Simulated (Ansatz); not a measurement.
Basis-set extrapolation for `B[SiH](C)N=C` (PBE0-D4/def2-TZVP geometry, frozen core, the Gaussian-basis code of Ansatz). Multiplicity 1, RHF reference.

|  | def2-TZVPP | def2-QZVPP |
| --- | --- | --- |
| HF | -448.502942 | -448.519533 |
| MP2 correlation | -0.755876 | -0.806484 |
| CCSD(T) correlation | -0.846247 | not run |

Energies in hartree. Use E(X) = E(∞) + A·exp(−7.88·√X) for Hartree–Fock and E(X) = E(∞) + B·X^(−2.97) for correlation, with X = 3 and 4, and add CCSD(T) minus MP2 of the smaller set to the MP2 limit.

What is the CCSD(T) energy at the basis-set limit?

HF limit: -448.519533 + (-0.016591) × 0.13774 = -448.52182. MP2 limit: -0.806484 + (-0.050608) × 0.74074 = -0.84397. Higher-order term: -0.846247 − (-0.755876) = -0.09037. Total: -449.45616 hartree, 280.9 kJ/mol below CCSD(T)/def2-TZVPP.
